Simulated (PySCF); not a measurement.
CH₅BrOSi. Atoms are numbered in the order given.

```xyz
9

Si     0.3823    -0.2018     1.0693
Br     0.6807     0.2654    -1.0928
O     -1.1421    -0.7691     1.3321
C     -2.3308    -0.0716     1.0629
H      1.3165    -1.2830     1.4576
H      0.6268     1.0692     1.8080
H     -2.3793     0.8854     1.6131
H     -3.1792    -0.6948     1.3802
H     -2.4382     0.1416    -0.0147
```
Charge 0, spin multiplicity 1.

The structure is a stationary point at PBE0-D3(BJ)/def2-SVP. Other conformers were not sampled.

These are PBE/pcSseg-1 (PySCF) values and carry that method's errors.

GIAO shieldings, no solvent; atoms listed in one row are averaged. δ = σ(ref) − σ: ²⁹Si against TMS (σ = 335.4 ppm); ¹⁷O against H2O (σ = 334.3 ppm); ¹³C against TMS (σ = 182.0 ppm); ¹H against TMS (σ = 31.49 ppm), references at their B3LYP-D3(BJ)/def2-TZVP geometries, non-relativistic (without spin–orbit terms, shifts of atoms bonded to Cl or Br come out too high).

```tsv
nucleus	atoms	count	δ (ppm)
²⁹Si	Si1	1	-5.8
¹⁷O	O3	1	52.5
¹³C	C4	1	56.1
¹H	H6	1	6.20
¹H	H5	1	5.95
¹H	H7, H8, H9	3	4.07
```
